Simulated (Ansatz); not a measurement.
Relaxation of FH$_{2}$InS (5 atoms, charge 0, multiplicity 1), to a largest force component of 0.02 eV/Å in at most 40 steps.

Theory: RKS B3LYP/def2-SVP (Ansatz 0.2.0).

```xyz
5
Properties=species:S:1:pos:R:3
F -1.306 -0.867 1.103
In -0.497 -0.171 -0.377
S 0.948 0.984 0.195
H -0.705 0.260 -1.242
H 1.610 -0.281 0.280
```

Problem. Where does it end, and by what steps?

Solution. The run converged. After 12 steps the energy has fallen by 15.376 eV; H4 moved furthest, 1.07 Å. The start is strongly strained (largest force component 47 eV/Å).

| step | energy less start (eV) | largest force component (eV/Å) | accepted |
| --- | --- | --- | --- |
| 0 | 0.0000 | 46.549 | yes |
| 1 | -10.5018 | 13.707 | yes |
| 2 | -13.5612 | 5.621 | yes |
| 3 | -14.6860 | 1.705 | yes |
| 4 | -15.0061 | 0.535 | yes |
| 5 | -15.1417 | 0.367 | yes |
| 6 | -15.2044 | 0.388 | yes |
| 7 | -15.2334 | 0.716 | yes |
| 8 | -15.2575 | 1.181 | yes |
| 9 | -15.3555 | 0.335 | yes |
| 10 | -15.3731 | 0.078 | yes |
| 11 | -15.3744 | 0.065 | yes |
| 12 | -15.3759 | 0.005 | yes |

```xyz
5
Properties=species:S:1:pos:R:3
F -1.143 -1.216 0.976
In -0.559 0.008 -0.457
S 1.674 0.771 0.021
H -1.646 0.328 -1.740
H 1.725 0.036 1.159
```

Run time: 73 s on 1 thread of AMD EPYC 7R43 64-Core Processor (Zen 3) (shared host), peak memory 0.16 GiB.
